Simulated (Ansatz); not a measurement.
Isolated molecules relaxed with PBE0-D4/def2-TZVP in Ansatz; ΔE leaves out vibrations. CCSD(T)/CBS is the MP2 limit (def2-TZVPP, def2-QZVPP) plus CCSD(T) − MP2 in def2-TZVPP, frozen cores. This one scheme is used for every species. DFT in def2-TZVPP. B3LYP here is the variant with VWN-RPA as its local correlation; programs differ in this. HSE06 is defined as in plane-wave codes. Elements past krypton have def2 core potentials. For In, Se outer-core shells are correlated without core-valence functions, which leaves a few kJ/mol of doubt a bond. Scalar relativity is left out up to krypton. Each species was taken in one conformer, which may not be the lowest.

`[Cl][In]([Cl])[SeH]` + H₂O → `[OH][In]([Cl])[Cl]` + H₂Se  (formal hydrolysis of the In–Se bond)

| level | ΔE (kcal/mol) | difference from CCSD(T)/CBS |
| --- | --- | --- |
| LDA (SPW92) | 21.8 | -0.4 |
| PBE-D4 | 21.6 | -0.6 |
| revPBE-D4 | 21.0 | -1.2 |
| BLYP-D4 | 20.1 | -2.1 |
| B97M-V | 19.6 | -2.6 |
| B3LYP-D4 | 21.8 | -0.4 |
| r2SCANh-D4 | 22.2 | 0.0 |
| r2SCAN0-D4 | 23.3 | 1.1 |
| HSE06-D4 | 23.6 | 1.4 |
| BHLYP-D4 | 23.5 | 1.3 |
| CAM-B3LYP-D4 | 20.4 | -1.8 |
| ωB97X-V | 20.3 | -1.9 |
| B2PLYP | 20.8 | -1.4 |
| PBE-QIDH | 23.2 | 1.0 |
| PBE | 20.9 | -1.3 |
| revPBE | 20.5 | -1.7 |
| BLYP | 18.9 | -3.3 |
| r2SCAN | 21.2 | -1.0 |
| PBE0 | 22.8 | 0.6 |
| B3LYP | 20.7 | -1.5 |
| r2SCANh | 22.0 | -0.2 |
| r2SCAN0 | 23.1 | 0.9 |
| HSE06 | 22.9 | 0.7 |
| BHLYP | 22.0 | -0.2 |
| CAM-B3LYP | 19.6 | -2.6 |
| LC-ωPBE | 19.9 | -2.3 |
| RPA@PBE/def2-TZVPP | 19.4 | -2.8 |
| HF/def2-SVP | 23.2 | 1.0 |
| MP2/def2-SVP | 20.3 | -1.9 |
| CCSD/def2-SVP | 20.3 | -1.9 |
| CCSD(T)/def2-SVP | 20.1 | -2.1 |
| MP2/def2-TZVPP | 22.6 | 0.4 |
| SCS-MP2/def2-TZVPP | 21.0 | -1.2 |
| CCSD/def2-TZVPP | 21.4 | -0.8 |
| CCSD(T)/def2-TZVPP | 21.1 | -1.1 |
| HF/def2-QZVPP | 22.0 | -0.2 |
| SCS-MP2/def2-QZVPP | 21.5 | -0.7 |
| HF/CBS(def2) | 22.0 | -0.2 |
| MP2/CBS(def2) | 23.7 | 1.5 |
| CCSD/CBS(def2) | 22.5 | 0.3 |
| CCSD(T)/CBS | 22.2 | 0 |

Problem. What do rigid-rotor, harmonic-oscillator terms from PBE0-D4/def2-TZVP frequencies (298.15 K, 1 bar) make of the CCSD(T)/CBS value? (Estimate.)

Solution. Ansatz gave: ΔZPE = -1.8 kcal/mol, ΔH = +20.1 kcal/mol, ΔS = 3 J/(mol·K), ΔG = +19.8 kcal/mol.

Largest T1 diagnostic among the species: 0.014.

Leaving LDA and LC-ωPBE aside and taking each functional with its dispersion term where it has one, the values spread over 4.0 kcal/mol, from B97M-V to HSE06-D4. LDA lies +0.9 kcal/mol from PBE without D4. At CCSD(T), def2-SVP lies −2.1 kcal/mol from the extrapolated value and def2-TZVPP −1.1 kcal/mol.
